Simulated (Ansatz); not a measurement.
Consider the isomerisation: `F[SiH]1CC[SiH2]1` → `FC1C[SiH2][SiH2]1`.

Computed with Ansatz on PBE0-D4/def2-TZVP structures; ΔE is electronic, products minus reactants. CBS: MP2 limit from def2 TZ/QZ plus the TZ coupled-cluster correction, frozen cores. DFT in def2-TZVPP.

`F[SiH]1CC[SiH2]1`:

Cartesian coordinates in Å:
```
F -1.749 -1.887 0.034
Si -1.026 -0.701 -0.778
C 0.839 -0.695 -0.485
C 0.883 0.216 0.775
Si -0.703 1.239 0.475
H -1.517 -0.806 -2.179
H 1.350 -1.654 -0.369
H 1.302 -0.183 -1.337
H 0.738 -0.386 1.677
H 1.818 0.767 0.896
H -0.435 2.438 -0.369
H -1.500 1.652 1.661
```

`FC1C[SiH2][SiH2]1`:

```xyz
12

F     1.099    0.978   -1.452
C     0.721    0.934   -0.104
C    -0.811    0.861   -0.036
Si   -1.041   -1.014   -0.325
Si    1.117   -0.842    0.546
H     1.151    1.816    0.377
H    -1.298    1.574   -0.705
H    -1.130    1.090    0.988
H    -1.136   -1.391   -1.760
H    -2.155   -1.661    0.419
H     2.348   -1.482    0.017
H     1.135   -0.861    2.036
```

Problem. Is it downhill or uphill in electronic energy at CCSD(T)/CBS, and by how much? (An estimate is asked.)

Solution. Computed: Uphill: ΔE = +221.0 kJ/mol.

Problem. What do these levels give: PBE-D4, revPBE-D4, B97M-V, PBE0-D4, r2SCANh, MP2/def2-QZVPP? (Estimate.)

Solution. Computed: PBE-D4 202.9, revPBE-D4 201.7, B97M-V 216.8, PBE0-D4 210.1, r2SCANh 215.5, MP2/def2-QZVPP 232.1 kJ/mol.

Largest T1 diagnostic among the species: 0.013.

At CCSD(T), def2-SVP lies −28.7 kJ/mol from the extrapolated value and def2-TZVPP −4.3 kJ/mol. From r2SCAN to r2SCAN0 (25 % exact exchange), in def2-TZVPP and without D4, ΔE moves by +4.5 kJ/mol.
